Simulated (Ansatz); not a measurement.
Pulling on the Al1–Br4 bond in AlBrH2 (SMILES [AlH2][Br]) (multiplicity 1 held, fragments rigid). Energies count from the point at 2.267 Å.
Geometry at that point (charge 0, multiplicity 1):
```xyz
4

Al    -0.8354    -1.2987     0.2064
H     -0.3244    -2.3295     1.2738
H     -2.1257    -1.4794    -0.6685
Br     0.3803     0.5912    -0.0940
```

Unrestricted levels (U-) break spin symmetry where that is lower. Active spaces are followed from a long bond inwards. Curves can end on different states.

Cores are frozen in the correlated methods. Filled d and f shells under p-block atoms count as core.

Run with Ansatz (Gaussian basis) for Hartree–Fock, density functionals and correlated methods. Each number belongs to the level named beside it.

Energies in kJ/mol.

| R (Å) | U-HF/def2-SVP | U-CCSD/def2-SVP | CASSCF(6,4)/def2-SVP | SC-NEVPT2 on CASSCF(6,4)/def2-SVP | FIC-MRCISD+Q on CASSCF(6,4)/def2-SVP |
|---|---|---|---|---|---|
| 1.814 | 274 | 271 | 274 | 268 | 272 |
| 2.040 | 49 | 47 | 50 | 47 | 48 |
| 2.267 | 0 | 0 | 0 | 0 | 0 |
| 2.494 | 26 | 27 | 23 | 27 | 26 |
| 2.721 | 81 | 82 | 74 | 83 | 81 |
| 3.061 | 177 | 177 | 162 | 165 | 174 |
| 3.401 | 265 | 263 | 241 | 249 | 257 |
| 3.967 | 334 | 370 | 334 | 353 | 357 |
| 4.534 | 351 | 412 | 375 | 413 | 407 |
| 5.214 | 355 | 422 | 389 | 429 | 424 |
| 6.121 | 356 | 424 | 392 | 432 | 428 |
| 7.255 | 356 | 424 | 392 | 432 | 428 |

Doubts at one or more of the structures used: a spin-contaminated determinant (U-HF/def2-SVP, U-CCSD/def2-SVP); T1 above 0.05 (U-CCSD/def2-SVP); active orbitals that take no part (CASSCF(6,4)/def2-SVP, SC-NEVPT2 on CASSCF(6,4)/def2-SVP, FIC-MRCISD+Q on CASSCF(6,4)/def2-SVP).

Ansatz is a program for electronic structure.
